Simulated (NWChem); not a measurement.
All runs are NWChem calculations. System: F2OS, charge 0, spin multiplicity 1, displaced from the optimised geometry. Level: CCSD(T)/cc-pVDZ, 8 core orbitals frozen, spin-restricted.

NWChem printed:

```
             Northwest Computational Chemistry Package (NWChem) 7.3.0
             --------------------------------------------------------

                                NWChem Input Module
                                -------------------

 Scaling coordinates for geometry "geometry" by  1.889725989
 (inverse scale =  0.529177249)

                             Geometry "geometry" -> ""
                             -------------------------

 Output coordinates in angstroms (scale by  1.889725989 to convert to a.u.)

  No.       Tag          Charge          X              Y              Z
 ---- ---------------- ---------- -------------- -------------- --------------
    1 O                    8.0000    -1.39174500    -0.32965300     0.00000000
    2 S                   16.0000    -0.16035800     0.41119400     0.00000000
    3 F                    9.0000     0.76109400    -0.21899300     1.16896400
    4 F                    9.0000     1.22181900    -0.53408600    -1.75344600

 Effective nuclear repulsion energy (a.u.)     167.7305018158

            Nuclear Dipole moment (a.u.)
            ----------------------------
        X                 Y               Z
 ---------------- ---------------- ----------------
     7.8358036137    -5.3589435399    -9.9405974273


 Summary of "ao basis" -> "" (spherical)
 ------------------------------------------------------------------------------
       Tag                 Description            Shells   Functions and Types
 ---------------- ------------------------------  ------  ---------------------
 *                          cc-pvdz                   on all atoms

 Summary of "ao basis" -> "ao basis" (spherical)
 ------------------------------------------------------------------------------
       Tag                 Description            Shells   Functions and Types
 ---------------- ------------------------------  ------  ---------------------
 O                          cc-pvdz                  6       14   3s2p1d
 S                          cc-pvdz                  8       18   4s3p1d
 F                          cc-pvdz                  6       14   3s2p1d

                                 NWChem SCF Module
                                 -----------------

  ao basis        = "ao basis"
  functions       =    60
  atoms           =     4
  closed shells   =    21
  open shells     =     0
  charge          =   0.00
  wavefunction    = RHF
  use symmetry    = F
  symmetry adapt  = F

 Summary of "ao basis" -> "ao basis" (spherical)
 ------------------------------------------------------------------------------
       Tag                 Description            Shells   Functions and Types
 ---------------- ------------------------------  ------  ---------------------
 O                          cc-pvdz                  6       14   3s2p1d
 S                          cc-pvdz                  8       18   4s3p1d
 F                          cc-pvdz                  6       14   3s2p1d

 Forming initial guess at       0.0s

      Superposition of Atomic Density Guess
      -------------------------------------

 Sum of atomic energies:        -671.00897531

      Non-variational initial energy
      ------------------------------

 Total energy =    -671.251436
 1-e energy   =   -1265.778098
 2-e energy   =     426.796160
 HOMO         =      -0.404682
 LUMO         =      -0.127461

 Starting SCF solution at       0.7s

 ----------------------------------------------
         Quadratically convergent ROHF

 Convergence threshold     :          1.000E-07
 Maximum no. of iterations :          100
 Final Fock-matrix accuracy:          1.000E-09
 ----------------------------------------------

              iter       energy          gnorm     gmax       time
             ----- ------------------- --------- --------- --------
                 1     -670.8535173875  1.87D+00  4.32D-01      0.7
                 2     -671.0335959366  6.68D-01  1.54D-01      0.8
                 3     -671.0555626535  3.36D-01  1.57D-01      0.8
                 4     -671.0667410572  2.13D-01  7.89D-02      0.8
                 5     -671.0697872757  1.33D-02  4.59D-03      0.9
                 6     -671.0698311610  1.25D-04  4.23D-05      0.9
[...]
  12     -0.7456627556 -1.564D-05  7.821D-05     2.07     0.00     1.99
  13     -0.7456587906  3.965D-06  1.070D-04     1.98     0.00     1.90
  14     -0.7456615672 -2.777D-06  6.944D-05     2.24     0.00     2.17
  15     -0.7456620595 -4.923D-07  6.034D-05     1.93     0.00     1.86
  16     -0.7456603232  1.736D-06  2.213D-05     1.96     0.00     1.87
  17     -0.7456603685 -4.532D-08  2.004D-05     2.72     0.00     2.61
  18     -0.7456610455 -6.770D-07  8.970D-06     2.87     0.00     2.76
  19     -0.7456603140  7.315D-07  5.676D-06     2.85     0.00     2.74
  20     -0.7456604577 -1.437D-07  5.258D-06     2.85     0.00     2.74
  21     -0.7456604534  4.336D-09  1.550D-06     2.81     0.01     2.69
  22     -0.7456604306  2.277D-08  1.436D-07     2.46     0.00     2.37
                  *************converged*************
-------------------------------------------------------------------------

 -----------
 CCSD Energy
 -----------
 Reference energy:            -671.069831165826486
 CCSD corr. energy:             -0.745660430625321
 Total CCSD energy:           -671.815491596451807

 --------------------------------
 Spin Component Scaled (SCS) CCSD
 --------------------------------
 Same spin contribution:                 -0.171400461265171
 Same spin scaling factor:                1.130000000000000
 Opposite spin contribution:             -0.574259969360150
 Opposite spin scaling fact.:             1.270000000000000
 SCS-CCSD correlation energy:            -0.922992682317033
 Total SCS-CCSD energy:                -671.992823848143530
 memory            104850276

*********triples calculation*********

nkpass=    1; nvpass=    1; memdrv=         129831; memtrn=         822530; memavail=      104849756
 memory available/node                      104849756
 total number of virtual orbitals        39
 number of virtuals per integral pass    39
 number of integral evaluations           1
 number of occupied per triples pass     13
 number of triples passes                 1

 commencing integral evaluation        1 at          53.99
  symmetry use  F
task         2 out of       351 done   0%  at       0.0 secs
task        18 out of       351 done   5%  at       0.1 secs
task        36 out of       351 done  10%  at       0.4 secs
task        53 out of       351 done  15%  at       0.6 secs
task        71 out of       351 done  20%  at       0.7 secs
task        88 out of       351 done  25%  at       0.8 secs
task       106 out of       351 done  30%  at       0.9 secs
task       123 out of       351 done  35%  at       1.0 secs
task       141 out of       351 done  40%  at       1.1 secs
task       158 out of       351 done  45%  at       1.2 secs
task       176 out of       351 done  50%  at       1.4 secs
task       194 out of       351 done  55%  at       1.7 secs
task       211 out of       351 done  60%  at       1.9 secs
task       229 out of       351 done  65%  at       2.0 secs
task       246 out of       351 done  70%  at       2.2 secs
task       264 out of       351 done  75%  at       2.3 secs
task       281 out of       351 done  80%  at       2.4 secs
task       299 out of       351 done  85%  at       2.5 secs
task       316 out of       351 done  90%  at       2.6 secs
task       334 out of       351 done  95%  at       2.6 secs
task       351 out of       351 done 100%  at       2.6 secs
 commencing triples evaluation - blocking       1
 ccsd(t): done        1 out of       39 progress:    2.6%
 ccsd(t): done        2 out of       39 progress:    5.1%
 ccsd(t): done        3 out of       39 progress:    7.7%
 ccsd(t): done        4 out of       39 progress:   10.3%
 ccsd(t): done        5 out of       39 progress:   12.8%
 ccsd(t): done        6 out of       39 progress:   15.4%
 ccsd(t): done        7 out of       39 progress:   17.9%
 ccsd(t): done        8 out of       39 progress:   20.5%
 ccsd(t): done        9 out of       39 progress:   23.1%
 ccsd(t): done       10 out of       39 progress:   25.6%
 ccsd(t): done       11 out of       39 progress:   28.2%
 ccsd(t): done       12 out of       39 progress:   30.8%
 ccsd(t): done       13 out of       39 progress:   33.3%
 ccsd(t): done       14 out of       39 progress:   35.9%
 ccsd(t): done       15 out of       39 progress:   38.5%
 ccsd(t): done       16 out of       39 progress:   41.0%
 ccsd(t): done       17 out of       39 progress:   43.6%
 ccsd(t): done       18 out of       39 progress:   46.2%
 ccsd(t): done       19 out of       39 progress:   48.7%
 ccsd(t): done       20 out of       39 progress:   51.3%
 ccsd(t): done       21 out of       39 progress:   53.8%
 ccsd(t): done       22 out of       39 progress:   56.4%
 ccsd(t): done       23 out of       39 progress:   59.0%
 ccsd(t): done       24 out of       39 progress:   61.5%
 ccsd(t): done       25 out of       39 progress:   64.1%
 ccsd(t): done       26 out of       39 progress:   66.7%
 ccsd(t): done       27 out of       39 progress:   69.2%
 ccsd(t): done       28 out of       39 progress:   71.8%
 ccsd(t): done       29 out of       39 progress:   74.4%
 ccsd(t): done       30 out of       39 progress:   76.9%
 ccsd(t): done       31 out of       39 progress:   79.5%
 ccsd(t): done       32 out of       39 progress:   82.1%
 ccsd(t): done       33 out of       39 progress:   84.6%
 ccsd(t): done       34 out of       39 progress:   87.2%
 ccsd(t): done       35 out of       39 progress:   89.7%
 ccsd(t): done       36 out of       39 progress:   92.3%
 ccsd(t): done       37 out of       39 progress:   94.9%
 ccsd(t): done       38 out of       39 progress:   97.4%
 ccsd(t): done       39 out of       39 progress:  100.0%
 Time for integral evaluation pass     1        2.66
 Time for triples evaluation pass      1        1.88

 pseudo-e(mp4)  -0.37392404589933E-01
 pseudo-e(mp5)   0.54781611341448E-02
        e(t)    -0.31914243455788E-01

 --------------
 CCSD(T) Energy
 --------------
 Reference energy:                    -671.069831165826486

 CCSD corr. energy:                     -0.745660430625321
 T(CCSD) corr. energy:                  -0.037392404589933
 Total CCSD+T(CCSD) energy:           -671.852884001041730

 CCSD corr. energy:                     -0.745660430625321
 (T) corr. energy:                      -0.031914243455788
 Total CCSD(T) energy:                -671.847405839907651

 routine      calls  cpu(0)   cpu-min  cpu-ave  cpu-max   i/o
 aoccsd          1     0.01     0.01     0.01     0.01    0.00
 iterdrv         1     0.02     0.02     0.02     0.02    0.00
 pampt          22     0.13     0.13     0.13     0.13    0.00
 t2pm           22     0.19     0.19     0.19     0.19    0.00
 sxy            22     0.35     0.35     0.35     0.35    0.00
 ints      2638394    40.32    40.32    40.32    40.32    0.00
 t2eri        7722     7.25     7.25     7.25     7.25    0.00
 idx2         7722     1.14     1.14     1.14     1.14    0.00
 idx34          22     0.14     0.14     0.14     0.14    0.00
 ht2pm          22     0.28     0.28     0.28     0.28    0.00
 itm            22     1.44     1.44     1.44     1.44    0.00
 pdiis          22     0.05     0.05     0.05     0.05    0.00
 triples         1     0.00     0.00     0.00     0.00    0.00
 rdtrpo          1     0.01     0.01     0.01     0.01    0.00
 trpmos          1     2.66     2.66     2.66     2.66    0.00
 trpdrv          1     0.28     0.28     0.28     0.28    0.00
 dovvv       92274     0.68     0.68     0.68     0.68    0.00
 doooo       92274     0.27     0.27     0.27     0.27    0.00
 tengy       85683     0.61     0.61     0.61     0.61    0.00
 Total                55.81    55.81    55.81    55.81    0.00

 Task  times  cpu:       59.6s     wall:       59.6s

 Total times  cpu:       59.6s     wall:       59.6s
```

Problem. Write an NWChem input that would produce this output.

Solution. One answer among several that fit: 
```
start mol
memory heap 100 mb stack 700 mb global 1900 mb
geometry units angstroms nocenter noautoz noautosym
  O     -1.391745    -0.329653     0.000000
  S     -0.160358     0.411194     0.000000
  F      0.761094    -0.218993     1.168964
  F      1.221819    -0.534086    -1.753446
end
basis spherical
  * library cc-pvdz
end
scf
  rhf
  nopen 0
  maxiter 100
  thresh 1e-7
  semidirect memsize 60000000 filesize 0
end
ccsd
  freeze core 8
  maxiter 60
end
task ccsd(t) energy
```
